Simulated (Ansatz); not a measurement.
System: C3H2N3, net charge -1, singlet state. It need not be the lowest isomer of its formula. Whether it binds its extra electron was not tested at this geometry. 
Coordinates optimised at B3LYP-D3(BJ)/def2-TZVP (Ansatz, an electronic-structure program):
```xyz
8

C     -0.0079     1.4568    -0.1906
N     -1.1790     0.6970    -0.1767
C     -1.1002    -0.6073    -0.0009
N      0.0072    -1.3381     0.1750
C      1.1065    -0.5750     0.1556
N      1.1713     0.7315    -0.0101
H     -2.0397    -1.1701     0.0041
H      2.0520    -1.1100     0.2942
```
Charge -1, spin multiplicity 1.

Basis-set convergence of Hartree-Fock and CCSD(T) correlation energies (hartree) with Ansatz. Cores are frozen in the correlated levels unless marked. Spin-orbit coupling is left out. No relativistic terms.

```tsv
basis	functions	E(HF)	E(corr, CCSD(T))
aug-cc-pVDZ	156	-278.09536	-0.96192
aug-cc-pVTZ	322	-278.15038	-1.13650
aug-cc-pVQZ	572	-278.16627	-1.18910
```

Extrapolating the two largest sets (X = 3 and 4) as X^-3: E(corr) = (64·(-1.18910) - 27·(-1.13650))/37 = -1.2275 Eh, an estimate of the basis-set limit. The largest set recovers 96.9 % of it, the smallest 78.4 %.
